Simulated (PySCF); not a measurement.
All values below come from PBE0-D4/def2-TZVP run with PySCF. Gas-phase values, no solvent. 

Reference species (SMILES): `F[B]F` (neutral, multiplicity 2).

```
Item           Result
-------------  ------
dipole moment  0.27 D
```

Changed species: `Br[B]Br` (radical fragment; the reference has radical fragment).

Problem. Predict the effect on the dipole moment.

Solution. the dipole moment goes up by 0.15 D, to 0.42 D.
